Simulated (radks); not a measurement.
Results of a calculation; reference values are marked as such.
Coulomb parameter of the 4f shell of neutral gadolinium in the model configuration [Xe] 4f6 5d1 6s2 6p1, as a second difference U = [E(n + 0.25) + E(n - 0.25) - 2 E(n)] / (0.25)^2 with all orbitals relaxed. "Bare": the charge of the atom changes with n. "Screened": the 6p shell takes up the change at fixed total charge, which measures U(4f,4f) + U(6p,6p) - 2 U(4f,6p). Level of theory: scalar-relativistic Kohn-Sham, LDA (Slater exchange, Perdew-Wang correlation), spin-unpolarised, spherical densities, point nucleus (a radial shooting solver on a logarithmic mesh with Libxc functionals).

case,configuration,E - E(n) (eV)
start,[Xe] 4f6 5d1 6s2 6p1,0.000
bare +0.25,[Xe] 4f6.25 5d1 6s2 6p1,-4.274
bare -0.25,[Xe] 4f5.75 5d1 6s2 6p1,5.254
screened +0.25,[Xe] 4f6.25 5d1 6s2 6p0.75,-3.862
screened -0.25,[Xe] 4f5.75 5d1 6s2 6p1.25,4.478

U(bare) = 15.679 eV, U(screened by 6p) = 9.851 eV, against the Slater integral F0(4f,4f) = 31.078 eV with frozen orbitals. The step up makes a negative ion, whose loosely bound charge lowers the bare value.
